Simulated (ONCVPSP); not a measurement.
**Be (Z = 4), ONCV: configuration errors across variants**

beryllium, optimised norm-conserving Vanderbilt (ONCV), made with ONCVPSP 4.0.1 (LDA (Perdew-Wang 92), scalar-relativistic). Core none, reference 1s2 (charge +2). Waves: 1s: rc 0.45 bohr, ncon 4, nbas 7, qcut 29 1/bohr, 1 projector; p scattering state at 0.05 Ha: rc 0.40 bohr, ncon 4, nbas 8, qcut 22.9 1/bohr, 1 projector. Local part: polynomial inside 0.35 bohr (lpopt 2, dvloc0 0 Ha). Core correction: none.

All-electron excitation energies from the reference (eV): (1) 1s2 2s2 -27.286; (2) 1s2 2s1 -17.773; (3) 1s2 2s1.5 -23.538; (4) 1s2 2s1 2p1 -23.768.

A true bound ghost makes a file unfit for plane-wave use even where its test errors are small: the radial tests pick states by their node count and pass the ghost by.

Errors AE − PS in meV (a dash: test not solved or not reliable):

| change | (1) | (2) | (3) | (4) | bound ghosts | GHOST(+) flags above zero |
| --- | --- | --- | --- | --- | --- | --- |
| base | -12 | -9.0 | -11 | -6.9 | s | none |
| local potential polynomial inside 0.35 bohr (lpopt 2, dvloc0 -1 Ha) | -11 | -8.2 | -10 | -6.3 | s | none |
| local potential polynomial inside 0.35 bohr (lpopt 2, dvloc0 0.5 Ha) | -13 | -9.4 | -12 | -7.2 | s | none |
| local potential polynomial inside 0.35 bohr (lpopt 2, dvloc0 2 Ha) | -15 | -10 | -13 | -8.1 | s | none |
| local potential polynomial inside 0.35 bohr (lpopt 2, dvloc0 3 Ha) | -15 | -11 | -14 | -8.6 | s | none |
| local potential polynomial inside 0.35 bohr (lpopt 2, dvloc0 5 Ha) | -17 | -12 | -16 | -9.5 | s | none |
| local potential polynomial inside 0.35 bohr (lpopt 2, dvloc0 7 Ha) | -19 | -14 | -17 | -10 | s | none |
| local potential polynomial inside 0.35 bohr (lpopt 2, dvloc0 7.5 Ha) | -19 | -14 | -17 | -11 | s | none |
| local potential polynomial inside 0.35 bohr (lpopt 2, dvloc0 9 Ha) | -20 | -15 | -18 | -11 | s | none |

(1) Give the same row for: local potential polynomial inside 0.35 bohr (lpopt 2, dvloc0 -2.5 Ha).

Answers

(1) -9.4, -6.8, -8.5, -5.3; bound ghosts: s; GHOST(+) flags above zero: none.
